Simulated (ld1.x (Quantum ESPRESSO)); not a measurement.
## What the settings do to the PAW potential of strontium (Sr)

Base potential:

ld1.x (Quantum ESPRESSO) 7.5 input, shortened:

```
&input
   title='Sr', zed=38., rel=1, dft='PBESOL', iswitch=3,
   config='[Kr] 4d0 5s1 5p0'
 /
 &inputp
   pseudotype=3, lpaw=.true., tm=.true., lloc=-2, rcloc=1.90,
   nlcc=.true., new_core_ps=.true.,
   which_augfun='PSQ', rmatch_augfun_nc=.true.
 /
6
4S  1  0   2.00   0.00  1.75  2.20  0.0
5S  2  0   1.00   0.00  1.75  2.20  0.0
4P  2  1   6.00   0.00  2.05  2.25  0.0
5P  3  1   0.00   0.00  2.05  2.25  0.0
4D  3  2   0.00   0.00  2.70  2.85  0.0
4D  3  2   0.00   1.80  2.70  2.85  0.0
 &test
   configts(1)='4s2 4p6 4d0 5s1 5p0'
 /
```

Cutoffs, loose and tight: the cutoffs (Ry, on a coarse ladder) from which the occupation-weighted sum of valence levels, in a spherical-Bessel basis at the reference potential, stays within 10 and 1 mRy of its value at 400 Ry. They do not see the model core or the augmentation charge, which bear on the density cutoff. Test errors are all-electron minus pseudo excitation energies from the reference, over the configurations 4s2 4p6 4d0 5s2 5p0; 4s2 4p6 4d0 5s0 5p0; 4s2 4p6 4d0 5s1.5 5p0; 4s2 4p6 4d0 5s0 5p2; 4s2 4p5 4d0 5s2 5p0; 4s1 4p6 4d0 5s2 5p0; 4s2 4p6 4d0 5s0 5p1. A dash means not determined; rows that change the core or the reference have their own tests.

Cutoffs are not given where the Bessel-basis levels miss the radial ones by over 6 mRy, ghosts where they miss by over 20 mRy; a channel whose overlap is not positive is not tested.

A file whose overlap is not positive is unfit for use, and its test errors describe a broken file.

| change | outcome | cutoff, loose | cutoff, tight | bound ghosts | largest test error (meV) |
| --- | --- | --- | --- | --- | --- |
| base | generated, overlap not positive | – | – | not determined (overlap not positive) | -42 |
| local potential all-electron potential smoothed inside 1.10 bohr (lloc = -2) | generated, overlap not positive | – | – | not determined (overlap not positive) | +8.6 |
| local potential all-electron potential smoothed inside 1.42 bohr (lloc = -2) | generated | 15 Ry | 25 Ry | none | -5.6 |
| local potential all-electron potential smoothed inside 1.78 bohr (lloc = -2) | generated | 15 Ry | 25 Ry | none | -32 |
| local potential all-electron potential smoothed inside 2.00 bohr (lloc = -2) | generated | 15 Ry | 25 Ry | none | -5.0 |
| local potential all-electron potential smoothed inside 2.42 bohr (lloc = -2) | generated | 15 Ry | 25 Ry | none | -19 |
| local potential all-electron potential smoothed inside 2.58 bohr (lloc = -2) | generated | 15 Ry | 25 Ry | none | -20 |
| local potential all-electron potential smoothed inside 2.96 bohr (lloc = -2) | generated | 15 Ry | 25 Ry | none | -23 |
| local potential all-electron potential smoothed inside 3.24 bohr (lloc = -2) | generated | 15 Ry | 25 Ry | none | -29 |

Reading the sweep of the rcloc (base included, trends over the rows without a ghost): The loose cutoff stays near 15 Ry. The median size of the test errors (rows with all tests solved) stays near 0.3 meV.
